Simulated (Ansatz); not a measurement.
A nudged elastic band was laid between two geometries of a periodic cell of 17 atoms, Nb16Pd (surface Nb(100), adsorbate Pd).

Level of theory: DFT LDA, scalar-relativistic, plane waves, PAW (Ansatz 0.2.0). Settings: cutoff 420 eV, k mesh 3x3x1, gaussian smearing 0.05 eV, no spin polarisation.

```yaml
movable_images: 5
climbing_image: yes
spring: 1.0 eV/Å²
optimiser: quadratic models (default)
start_path: IDPP
force_threshold: 0.05 eV/Å
iteration_limit: 80
end_points: relaxed
atoms_held: 1 to 4
```

First end point:

```xyz
17
Lattice="6.6000 0.0000 0.0000 0.0000 6.6000 0.0000 0.0000 0.0000 16.9500" Properties=species:S:1:pos:R:3
Nb 1.650 1.650 1.000
Nb 4.950 1.650 1.000
Nb 1.650 4.950 1.000
Nb 4.950 4.950 1.000
Nb 0.007 0.012 2.376
Nb 3.288 0.012 2.375
Nb 0.007 3.293 2.376
Nb 3.288 3.293 2.376
Nb 1.644 1.655 4.047
Nb 4.947 1.653 4.069
Nb 1.647 4.953 4.069
Nb 4.942 4.957 3.958
Nb -0.023 -0.020 5.478
Nb 3.306 -0.007 5.482
Nb -0.032 3.332 5.474
Nb 3.318 3.321 5.478
Pd 4.938 4.961 6.829
```

Last end point:

Only the atoms that move by more than 0.05 Å are listed.
```
Nb10 4.942 1.657 3.958
Nb12 4.947 4.953 4.069
Nb13 -0.032 0.032 5.474
Nb15 -0.023 3.280 5.478
Pd17 4.938 8.261 6.829
```

Q: Which bonds break or form, and what moves?

A: The atom that moves furthest is Pd17, by 3.30 Å; four of its nearest neighbours are Nb13 2.67, Nb16 2.67, Nb14 2.67, Nb15 2.67 Å at the first end and Nb15 2.67, Nb14 2.67, Nb16 2.67, Nb13 2.67 Å at the last.

Q: Give the energies along the band, and the barrier.

A: The run converged. The highest image is number 3 of 0 to 6, 1.35 eV above the ends, which have the same energy within 2 meV. By the program's own check the climbing image is a first-order saddle point (lowest curvatures found: -1.96 and 0.26 eV/Å²). Limits of this set-up: coarse k mesh, thin slab, slab without dipole correction, a typed lattice constant that wasn't relaxed here.

| image | path coordinate (Å) | energy (eV) | Nb12–Pd17 (Å) | Nb10–Pd17 (Å) |
| --- | --- | --- | --- | --- |
| 0 | 0.00 | 0.00 | 2.87 | 4.30 |
| 1 | 0.66 | 0.19 | 2.92 | 4.07 |
| 2 | 1.33 | 0.94 | 3.31 | 3.94 |
| 3 | 1.99 | 1.35 | 3.74 | 3.75 |
| 4 | 2.67 | 0.92 | 3.95 | 3.32 |
| 5 | 3.35 | 0.16 | 4.09 | 2.93 |
| 6 | 4.03 | 0.00 | 4.30 | 2.87 |

Q: What is the geometry of the highest image?

A: 
```xyz
17
Lattice="6.6000 0.0000 0.0000 0.0000 6.6000 0.0000 0.0000 0.0000 16.9500" Properties=species:S:1:pos:R:3
Nb 1.650 1.650 1.000
Nb 4.950 1.650 1.000
Nb 1.650 4.950 1.000
Nb 4.950 4.950 1.000
Nb 0.007 -0.003 2.366
Nb 3.291 -0.007 2.371
Nb 0.004 3.317 2.384
Nb 3.296 3.286 2.390
Nb 1.623 1.669 4.033
Nb 4.988 1.636 4.000
Nb 1.671 4.925 4.037
Nb 4.913 4.955 4.022
Nb -0.014 -0.059 5.507
Nb 3.298 0.085 5.515
Nb -0.074 3.477 5.470
Nb 3.376 3.040 5.493
Pd 4.952 6.601 7.379
```

The run took 17 min on 4 threads of AMD EPYC 9R45 (Zen 5) (shared host), peak memory 4.5 GiB.
